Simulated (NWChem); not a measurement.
silicon monosulfide (SiS, singlet); SMILES [Si]=S

```xyz
2

Si     0.0000     0.0000     1.0365
S      0.0000     0.0000    -0.9032
```
Atoms are numbered in this order, from 1.

Low-valent species are run as closed-shell singlets; no triplet was tried in these runs. The geometry was optimised at PBE0/def2-SVP.

Question: List the 4 lowest vertical singlet excitations from PBE/def2-TZVPD, TDA (NWChem).

Answer: 
```tsv
state	energy (eV)	oscillator strength	leading excitation (squared amplitude)
S1	4.03	0.000	HOMO−2 → LUMO+1 (0.50)
S2	4.25	0.000	HOMO−2 → LUMO (0.50)
S3	4.25	0.000	HOMO−2 → LUMO+1 (0.50)
S4	4.43	0.026	HOMO → LUMO (0.97)
```
